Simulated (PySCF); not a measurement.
A structure optimised at B3LYP-D3(BJ)/def2-SVP, used in a PySCF frequency run:

```
Ta
O 1 1.7301
F 1 1.8992 2 108.17
O 1 1.9081 2 107.96 3 -120.63
H 4 0.9642 1 134.55 2 0.52
O 1 1.9081 2 107.96 3 120.63
H 6 0.9642 1 134.55 2 -0.52
```

### Question
Write its SMILES, formula and point group.

### Answer
[O]=[Ta]([OH])([OH])[F], FH₂O₃Ta, Cs

### Question
What are its rotational constants (standard atomic weights)?

### Answer
3.2786, 3.1875, 2.7788 GHz
